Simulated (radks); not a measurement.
The numbers below are computed, except where a source is named.
Problem. These are the eigenvalues of the occupied orbitals of an atom or ion with whole-number occupations (hartree). Level of theory: Dirac Kohn-Sham, BLYP, spin-unpolarised, spherical densities, point nucleus (a radial shooting solver on a logarithmic mesh with Libxc functionals).

| orbital | eigenvalue |
|---|---|
| 1s1/2 | -1904.272 |
| 2s1/2 | -315.6806 |
| 2p1/2 | -299.9974 |
| 2p3/2 | -272.5491 |
| 3s1/2 | -70.17147 |
| 3p1/2 | -63.35527 |
| 3p3/2 | -57.68986 |
| 3d3/2 | -45.95073 |
| 3d5/2 | -44.71460 |
| 4s1/2 | -14.06724 |
| 4p1/2 | -11.39822 |
| 4p3/2 | -10.13606 |
| 4d3/2 | -5.74322 |
| 4d5/2 | -5.51539 |
| 5s1/2 | -1.96904 |
| 5p1/2 | -1.25287 |
| 5p3/2 | -1.09172 |
| 4f5/2 | -0.34893 |
| 6s1/2 | -0.32263 |
| 4f7/2 | -0.32018 |

Which element is it, and in what charge state? The configuration may be excited. Open shells, if any, fill j = l - 1/2 first.

Solution. Z = 65, terbium, charge +1: Tb+ in [Xe] 4f9 6s1. The list shows which subshells hold electrons but not how many an open one holds; the 1s level, -1904.3 hartree, gives Z - s = 61.7 by -(Z - s)^2/2, which with screening and relativity narrows Z to a few neighbours, and the depths of the outer levels then fix element, charge and occupations together.
